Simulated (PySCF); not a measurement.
Results of a calculation; reference values are marked as such.
## Si4H10N

The system: Si4H10N, a small molecule (built as: Si site whose three back bonds go to SiH3, SiH3, NHSiH3); neutral, doublet. The structure, one conformer, was relaxed in the gas phase by PBE0-D3(BJ)/def2-SVP. No frequency run checks that it is a minimum.

SMILES: [SiH3]N[Si]([SiH3])[SiH3]

Coordinates in Å:
```
Si1    -0.065   -0.893   -0.288
Si2    -0.618   -0.616    1.970
Si3     2.167   -1.525   -0.610
N4     -0.390    0.563   -1.208
Si5    -1.487    1.876   -0.848
H6      0.090    0.533    2.622
H7     -0.213   -1.881    2.660
H8     -2.092   -0.425    2.147
H9      2.408   -2.860    0.020
H10     2.442   -1.629   -2.079
H11     3.140   -0.541   -0.032
H12    -0.002    0.569   -2.150
H13    -0.963    3.130   -1.468
H14    -1.549    2.018    0.636
H15    -2.878    1.654   -1.356
```

EPR values by unrestricted B3LYP, IGLO-III on N Si, pcH-1 on H.

**Question.** Predict g and the largest hyperfine couplings. Where does the spin sit?

**Answer.** g = 2.0019, 2.0026, 2.0056. The spin sits on Si1 (80 %, bonded to 1 N + 2 Si) by Mulliken populations.
```csv
atom,isotope,isotropic (MHz),"dipolar, principal values (MHz)"
Si1,29Si,-399.9,"-133.4, 65.6, 67.8"
Si3,29Si,-61.1,"-13.7, 5.2, 8.4"
H11,1H,64.4,"-2.4, -0.3, 2.7"
H6,1H,58.9,"-2.1, -0.4, 2.5"
Si2,29Si,-36.5,"-9.9, 3.4, 6.4"
N4,14N,7.1,"-6.7, -6.3, 13.0"
```

**Question.** How do the isotropic couplings move with BHandHLYP?

**Answer.** Si1 -399.9 to -434.7 MHz, Si3 -61.1 to -59.9 MHz, H11 64.4 to 63.5 MHz, H6 58.9 to 57.9 MHz.
